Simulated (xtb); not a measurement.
silene (CH₄Si), SMILES [SiH2]=C. All values are semi-empirical tight-binding results from xtb (GFN2-xTB unless named), good for trends rather than for accurate numbers. The structure is a stationary point at GFN2-xTB.

Optimised geometry:

```xyz
6

C      0.0000     0.0000    -1.1858
Si     0.0000     0.0000     0.5618
H      0.0000    -0.9076    -1.7653
H      0.0000     0.9076    -1.7653
H      0.0000     1.2000     1.3903
H      0.0000    -1.2000     1.3903
```

Computed properties:
| Quantity | Value |
|---|---|
| point group as xtb finds it | C2v |
| orbital gap | 2.75 eV |
| dipole moment | 1.74 D |
| zero-point energy | 24.0 kcal/mol |
| G − E(el) at 298.15 K (modified RRHO) | 9.3 kcal/mol |
| static polarisability (D4 model) | 51.4 bohr³ |
| solvation energy, GFN2-xTB/ALPB(water) | 1.5 kcal/mol |
| solvation energy, GFN2-xTB/ALPB(chcl3) | -0.5 kcal/mol |

Task: Give the atomic charges and the Wiberg bond orders between heavy atoms. (Estimate from the structure and the level; the computed values follow.)

Result: charges (e) C1 -0.26, Si2 0.37, H3 0.04, H4 0.04, H5 -0.10, H6 -0.10. Bond orders C1–Si2 1.91.
